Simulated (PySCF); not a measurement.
HCl3Ge, charge -1, doublet, at a GFN2-xTB geometry (a state made from the parent by changing its charge; the spin is typed, not shown lowest). Base run: PBE/3-21G (PySCF).

The PySCF input:
```python
from pyscf import gto, scf, dft

mol = gto.Mole()
mol.atom = '''
    Ge    0.18961606    0.14465705    0.11687467
    Cl   -0.81013033    2.36575078   -0.06066118
    Cl    2.01410151   -1.47877166    0.11574629
    Cl   -1.55983724   -1.16332174   -0.38022513
    H    -0.01799083    0.06879887    1.78739072
'''
mol.basis = '3-21g'
mol.charge = -1
mol.spin = 1
mol.verbose = 5
mol.build()

mf = dft.UKS(mol)
mf.xc = 'pbe'
mf.kernel()
mo_i, mo_e, stable_i, stable_e = mf.stability(internal=True, external=False, return_status=True, nroots=6, tol=1e-6)
print('internally stable:', stable_i, ' externally stable:', stable_e)
if not stable_i:
    umf = mf.copy()
    umf.scf_summary = {}
    umf.kernel(umf.make_rdm1(mo_i, mf.mo_occ))
```

The bond that is stretched is that between atoms 3 and 1. A test that says stable can miss a lower solution.

Variants of this job, named by their change:

| change | ΔE vs base (eV) | <S^2> | stability test says | outcome |
|---|---|---|---|---|
| base | 0.00 | 0.751 | internally stable (external not tested) | converged |
| bond × 1.25 | 0.43 | 0.751 | internally stable (external not tested) | converged |
| bond × 1.5 | 0.92 | 0.751 | internally stable (external not tested) | converged |
| bond × 1.8 | - | - | - | not converged |
| bond × 2.2 | - | - | - | not converged |
| bond × 3.0 | - | - | - | not converged |

On stretching, the SCF can end on different states; <S^2> shows the spin contamination of each.
